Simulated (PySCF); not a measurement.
## Calculated NMR parameters of C=CCO[SiH2]C(=C)C

```yaml
Formula: C6H12OSi
SMILES: C=CCO[SiH2]C(=C)C
Point_group_of_the_computed_structure: C1
Degrees_of_unsaturation: 2
Carbon_signals: 6
Proton_signals: 8
```

Bonds (- single, = double, # triple, : aromatic): C1=C2, C2-C3, C3-O4, O4-Si5, Si5-C6, C6=C7, C6-C8. C1 carries H9, H10; C2 carries H11; C3 carries H12, H13; Si5 carries H14, H15; C7 carries H16, H17; C8 carries H18, H19, H20. H9 is cis to C3; H16 is cis to Si5; H10 is trans to C3; H17 is trans to Si5.

Method: NMR shieldings at PBE0/pcSseg-1/GIAO, GFN2-xTB structure, in PySCF (single conformer, no solvent model, non-relativistic Hamiltonian, one averaged value for each set of equivalent atoms).

Scale: TMS for ¹H, ¹³C, ²⁹Si; H2O for ¹⁷O (reference shieldings calculated alike).

```tsv
carbon	δC, type	δH (multiplicity)	HMBC from (2–3 bonds)	span of the C tensor (ppm)
C1	123.3, CH2	H9 5.54 (m); H10 5.47 (m)	H11, H12/H13	213
C2	147.3, CH	6.35 (m)	H9, H10, H12/H13	230
C3	71.7, CH2	4.60 (d)	H11, H9, H10, H14/H15	57
C6	147.5, C	–	H17, H16, H14/H15, H18/H19/H20	243
C7	135.1, CH2	H16 5.97 (br s); H17 6.22 (br s)	H14/H15, H18/H19/H20	218
C8	24.2, CH3	1.88 (s)	H17, H16, H14/H15	39
```

Other nuclei:
```
  atoms  nucleus                           environment  δ (ppm)  σ (ppm)
H14/H15       ¹H  hydrogen on a silicon bonded to C, O     4.98    26.73
    Si5     ²⁹Si           silicon bonded to C, O, 2 H    -35.9    385.0
     O4      ¹⁷O                oxygen bonded to C, Si     21.5    314.6
```

Carbon types of the structure: 1 × C, 1 × CH, 3 × CH2, 1 × CH3, leaving 2 H on heteroatoms. δC 147.5: fully substituted alkene carbon; the olefinic region. δC 147.3: alkene CH; the olefinic region. δC 135.1, 123.3: terminal =CH2 carbon; the olefinic region. δC 71.7: allylic sp3 CH2 bonded to O; pulled downfield by the heteroatom. δH 6.35: hydrogen on an alkene CH; olefinic region.

Shifts are as computed. Against solution values, carbons near 30 ppm lie about +3 ppm off and those near 130 ppm about +5 ppm. Of 1211 compounds with measured shifts, 218 miss one by over three times the rms of a fit or turn the order of signals round; such compounds aren't used in these exercises. Experimental scales use liquid or dissolved standards, which lie at an offset from isolated H2O (liquid H2O: subtract about 36 ppm). No couplings were computed; multiplicities are counted from neighbouring protons, with m where these are inequivalent, close in shift, in a saturated or five-membered ring or joined by F or P, and br s for small geminal =CH2 splittings.
